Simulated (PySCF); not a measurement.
Excitation energy of Cu⁺ by level of theory

Cu⁺ [Ar] 3d10 (1S) → Cu⁺ [Ar] 3d9 4s1 (3D), as a difference of total energies. Calculation: PySCF 2.14, in x2c-TZVPPall (6s5p4d2f1g, 64 functions); scalar relativity by spin-free X2C-1e. Correlated levels: valence: [Ar] frozen; valence and next inner shell: [Ne] frozen. The calculations carry no spin-orbit coupling.

| method | excitation energy (eV) | error (eV) |
| --- | --- | --- |
| UHF | 0.721 | -2.087 |
| LDA | 3.133 | +0.325 |
| PBE | 2.801 | -0.007 |
| PBE0 | 2.454 | -0.354 |
| r2SCAN | 2.367 | -0.441 |
| wB97X | 2.921 | +0.113 |
| M06 | 2.915 | +0.107 |
| BHandHLYP | 1.999 | -0.809 |
| M06-L | 2.476 | -0.332 |
| MP2 (valence) | 3.458 | +0.650 |
| SCS-MP2 (valence) | 3.178 | +0.370 |
| MP2 (valence and next inner shell) | 3.998 | +1.190 |
| SCS-MP2 (valence and next inner shell) | 3.604 | +0.796 |

Reference: 2.808 eV (measured; NIST levels, between the centres of gravity of the two terms).

Errors of the correlated levels include the incompleteness of this basis and the frozen core.

The basis was made for the ground configuration and has no added diffuse functions, so the excitation energy can come out too high.
